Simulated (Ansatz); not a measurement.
BF2HS, SMILES `FB(F)S`, relaxed with RKS PBE0-D4/def2-TZVP in the Gaussian-basis code of Ansatz from a PBE-D4/def2-SVP geometry. The force threshold is 0.005 eV/Å; the program also tests the step.

Total charge 0; spin multiplicity 1.

Start:

```xyz
5

F    -1.671   -0.329    0.623
B    -0.500   -0.207    0.005
F    -0.329   -0.833   -1.159
S     0.802    0.798    0.765
H     1.698    0.571   -0.235
```

(1) How much energy does the relaxation release, and in how many steps? (Estimate.)

(2) Which bonds change most? (Best estimate.)

(3) Give the relaxed structure. (Best estimate.)

Results:

(1) Ansatz gave: 0.34 kcal/mol, in 4 steps.

(2) Ansatz gave: S4–H5 from 1.361 to 1.342 Å; B2–F3 from 1.333 to 1.319 Å; F1–B2 from 1.330 to 1.318 Å; B2–S4 from 1.812 to 1.800 Å.

(3) Computed: 
```xyz
5

F    -1.656   -0.325    0.617
B    -0.496   -0.207    0.002
F    -0.334   -0.830   -1.149
S     0.799    0.790    0.756
H     1.687    0.572   -0.227
```
